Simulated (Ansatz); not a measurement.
Gas-phase electronic energies from Ansatz, PBE0-D4/def2-TZVP geometries. CCSD(T)/CBS is the MP2 limit (def2-TZVPP, def2-QZVPP) plus CCSD(T) − MP2 in def2-TZVPP, frozen cores. Double bonds are as drawn, so ΔE can hold a change between cis and trans. Functionals use def2-TZVPP. B3LYP here is the variant with VWN-RPA as its local correlation; programs differ in this. Each species was taken in one conformer, which may not be the lowest.

Consider the formal exchange of groups at a B–N bond: `B/N=C\Cl` + `CC[SiH2]O` → `BC[SiH2]O` + `C/N=C/Cl`.

Question: Is it downhill or uphill in electronic energy at CCSD(T)/CBS, and by how much? (Estimate.)

Answer: The calculation gave: Uphill: ΔE = +1.10 eV.

Question: What do these levels give: PBE-D4, B3LYP-D4, PBE-QIDH, PBE0, CCSD(T)/def2-TZVPP, CCSD/CBS(def2)? (Estimate.)

Answer: Ansatz gave: PBE-D4 1.23, B3LYP-D4 1.22, PBE-QIDH 1.10, PBE0 1.16, CCSD(T)/def2-TZVPP 1.09, CCSD/CBS(def2) 1.08 eV.

Largest T1 diagnostic among the species: 0.014.

In def2-TZVPP, CCSD(T) changes the Hartree–Fock value by +0.08 eV (the triples alone add +0.01 eV) and MP2 by +0.10 eV. At CCSD(T), def2-SVP lies +0.13 eV from the extrapolated value and def2-TZVPP −0.01 eV.
